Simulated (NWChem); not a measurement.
The numbers come from NWChem runs, not from measurements. System: C4H5Cl, charge 0, spin multiplicity 1, at a geometry optimised with B3LYP/def2-SVP. The structure started from a generated list of species. Level: MP2/def2-TZVP, 9 core orbitals frozen.

Job file:

```
start mol
memory heap 200 mb stack 800 mb global 1000 mb
geometry units angstroms nocenter noautoz noautosym
  C     -2.736124    -0.011682     0.692542
  C     -1.736303    -0.301551    -0.396048
  C     -0.447131    -0.481015    -0.224432
  C      0.834976    -0.672617    -0.051243
  Cl     2.022309     0.625068    -0.102425
  H     -2.257481     0.047746     1.680048
  H     -3.254689     0.942211     0.495789
  H     -3.512109    -0.795681     0.724505
  H     -2.130347    -0.366934    -1.421225
  H      1.282863    -1.652312     0.137190
end
basis spherical
  * library def2-tzvp
end
scf
  rhf
  nopen 0
  maxiter 100
  thresh 1e-7
  semidirect memsize 60000000 filesize 0
end
mp2
  freeze core 9
end
task mp2 energy
```

Part of the output:

```
             Northwest Computational Chemistry Package (NWChem) 7.3.0
             --------------------------------------------------------

                                NWChem Input Module
                                -------------------

 Scaling coordinates for geometry "geometry" by  1.889725989
 (inverse scale =  0.529177249)

                             Geometry "geometry" -> ""
                             -------------------------

 Output coordinates in angstroms (scale by  1.889725989 to convert to a.u.)

  No.       Tag          Charge          X              Y              Z
 ---- ---------------- ---------- -------------- -------------- --------------
    1 C                    6.0000    -2.73612400    -0.01168200     0.69254200
    2 C                    6.0000    -1.73630300    -0.30155100    -0.39604800
    3 C                    6.0000    -0.44713100    -0.48101500    -0.22443200
    4 C                    6.0000     0.83497600    -0.67261700    -0.05124300
    5 Cl                  17.0000     2.02230900     0.62506800    -0.10242500
    6 H                    1.0000    -2.25748100     0.04774600     1.68004800
    7 H                    1.0000    -3.25468900     0.94221100     0.49578900
    8 H                    1.0000    -3.51210900    -0.79568100     0.72450500
    9 H                    1.0000    -2.13034700    -0.36693400    -1.42122500
   10 H                    1.0000     1.28286300    -1.65231200     0.13719000

 Effective nuclear repulsion energy (a.u.)     181.5886184917

            Nuclear Dipole moment (a.u.)
            ----------------------------
        X                 Y               Z
 ---------------- ---------------- ----------------
    -0.0000037795    -0.0000075589    -0.0000075589


 Summary of "ao basis" -> "" (spherical)
 ------------------------------------------------------------------------------
       Tag                 Description            Shells   Functions and Types
 ---------------- ------------------------------  ------  ---------------------
 *                         def2-tzvp                  on all atoms

 Summary of "ao basis" -> "ao basis" (spherical)
 ------------------------------------------------------------------------------
       Tag                 Description            Shells   Functions and Types
 ---------------- ------------------------------  ------  ---------------------
 C                         def2-tzvp                11       31   5s3p2d1f
 Cl                        def2-tzvp                13       37   5s5p2d1f
 H                         def2-tzvp                 4        6   3s1p

                                 NWChem SCF Module
                                 -----------------

  ao basis        = "ao basis"
  functions       =   191
  atoms           =    10
  closed shells   =    23
  open shells     =     0
  charge          =   0.00
  wavefunction    = RHF
  use symmetry    = F
  symmetry adapt  = F

 Summary of "ao basis" -> "ao basis" (spherical)
 ------------------------------------------------------------------------------
       Tag                 Description            Shells   Functions and Types
 ---------------- ------------------------------  ------  ---------------------
 C                         def2-tzvp                11       31   5s3p2d1f
 Cl                        def2-tzvp                13       37   5s5p2d1f
 H                         def2-tzvp                 4        6   3s1p

 Forming initial guess at       0.2s
[...]
    74      1.326974   3 C  px              170     -1.270415   7 H  s
   176     -1.252483   8 H  s               164     -1.216345   6 H  s
   106     -1.133210   4 C  py               97      0.993807   4 C  s
    66     -0.980676   3 C  s               105      0.938650   4 C  px

 center of mass
 --------------
 x =   0.25238067 y =   0.05188285 z =  -0.03656507

 moments of inertia (a.u.)
 ------------------
         148.557783470882        -159.474788585826          91.405100697135
        -159.474788585826        1167.672900441030          -4.002647100702
          91.405100697135          -4.002647100702        1214.215951760980

  Mulliken analysis of the total density
  --------------------------------------

    Atom       Charge   Shell Charges
 -----------   ------   -------------------------------------------------------
    1 C    6     6.27   0.85  1.12  0.47  0.67  0.07  1.25  1.39  0.36  0.02  0.05  0.00
    2 C    6     6.12   0.85  1.12  0.49  0.51  0.19  1.23  1.31  0.30  0.02  0.08  0.01
    3 C    6     6.04   0.86  1.12  0.52  0.68  0.03  1.21  1.29  0.21  0.02  0.10  0.01
    4 C    6     6.13   0.85  1.12  0.49  0.52  0.20  1.20  1.34  0.28  0.02  0.10  0.01
    5 Cl  17    17.12   2.01  0.45  1.52  1.09  0.84  4.18  1.69  1.07  2.79  1.41  0.02  0.04  0.01
    6 H    1     0.87   0.26  0.49  0.10  0.02
    7 H    1     0.88   0.26  0.49  0.11  0.02
    8 H    1     0.88   0.26  0.49  0.11  0.02
    9 H    1     0.86   0.26  0.49  0.09  0.02
   10 H    1     0.83   0.26  0.48  0.07  0.02

       Multipole analysis of the density wrt the origin
       ------------------------------------------------

     L   x y z        total         open         nuclear
     -   - - -        -----         ----         -------
     0   0 0 0     -0.000000      0.000000     46.000000

     1   1 0 0     -0.884158      0.000000     -0.000004
     1   0 1 0     -0.387254      0.000000     -0.000008
     1   0 0 1      0.055234      0.000000     -0.000008

     2   2 0 0    -25.672380      0.000000    614.662736
     2   1 1 0     -1.317932      0.000000     75.083543
     2   1 0 1      0.516343      0.000000    -54.160184
     2   0 2 0    -27.589676      0.000000     55.991240
     2   0 1 1     -0.077297      0.000000      2.499289
     2   0 0 2    -28.046116      0.000000     35.521756

                   NWChem MP2 Semi-direct Energy/Gradient Module
                   ---------------------------------------------

  Basis functions       =    191
  Molecular orbitals    =    191
  Frozen core           =      9
  Frozen virtuals       =      0
  Active alpha occupied =     14
  Active beta occupied  =     14
  Active alpha virtual  =    168
  Active beta virtual   =    168
  Use MO symmetry       = F
  Use skeleton AO sym   = F

  AO/Fock/Back tols     =   1.0D-09  1.0D-09  1.0D-09

 GA uses MA = F    GA memory limited = T

 Available:
  local mem=  1.15D+08
 global mem=  1.31D+08
 local disk=  0.00D+00
  mp2_memr nvloc                   168
  nvloc new                   168
   1 passes of  14:        6291456                     191974                 134680480.
   1 passes of  14: M    114537741           G      130999038           F     108246285.
  mp2_memr nvloc                   168
  nvloc new                   168
   2 passes of   7:        6291456                     133197                  67371415.
   2 passes of   7: M    114537741           G      130999038           F     108246285.

 Semi-direct pass number   1 of   2  for RHF alpha+beta  at      134.3s
  vrange nnbf                 16834
  mp2_eaftype                   257  avail_ma_in_mb                   998
 EAF : mp2_eaftype filesize         257   33685707.
  mp2_eaf for mointskh                    257
Node 0 wrote    158.4 Mb in      0.2 s     Agg I/O rate:  1050.6 Mb/s
 Done moints_semi at      174.5s
  mp2_eaftype                   257  avail_ma_in_mb                   741
 EAF : mp2_eaftype filesize         257   33685707.
  mp2_eaf for kh                   257
 Done maket at      175.4s
 Semi-direct pass number   2 of   2  for RHF alpha+beta  at      175.4s
  vrange nnbf                 16834
  mp2_eaftype                   257  avail_ma_in_mb                   741
 EAF : mp2_eaftype filesize         257   33685707.
  mp2_eaf for mointskh                    257
Node 0 wrote    158.4 Mb in      0.2 s     Agg I/O rate:   986.7 Mb/s
 Done moints_semi at      213.4s
  mp2_eaftype                   257  avail_ma_in_mb                   741
 EAF : mp2_eaftype filesize         257   33685707.
  mp2_eaf for kh                   257
 Done maket at      214.3s
 Done multipass loop at      214.3s

          -------------------------------------------
          SCF energy                -613.882233027437
          Correlation energy          -0.815715702977
          Singlet pairs               -0.520320408027
          Triplet pairs               -0.295395294950
          Total MP2 energy          -614.697948730414
          -------------------------------------------

          ---------------------------------------------------
                    Spin Component Scaled (SCS) MP2
          Same spin pairs                     -0.196930196633
          Same spin scaling factor             0.333333333333
          Opposite spin pairs                 -0.618785506343
          Opposite spin scaling fact.          1.200000000000
          SCS-MP2 correlation energy          -0.808186006490
          Total SCS-MP2 energy              -614.690419033927
          ---------------------------------------------------

 -----------------------
 Performance information
 -----------------------

 Timer overhead =  2.06D-07 seconds/call

               Nr. of calls         CPU time (s)                 Wall time (s)                GFlops
             ---------------    -------------------     ------------------------------   -------------------
Name         Min   Avg   Max    Min     Avg     Max     Min     Avg     Max   Mx/calls   Min     Max     Sum
mp2: moin     2     2     2    78.     78.     78.      78.     78.     78.     39.      0.0     0.0     0.0
mp2: make     2     2     2    1.7     1.7     1.7      1.7     1.7     1.7    0.86      0.0     0.0     0.0
mp2: tota     1     1     1    80.     80.     80.      80.     80.     80.     80.      0.0     0.0     0.0

 The average no. of pstat calls per process was 5.00D+00
 with a timing overhead of 1.03D-06s

 Task  times  cpu:      214.2s     wall:      214.2s

 Total times  cpu:      214.3s     wall:      214.3s
```
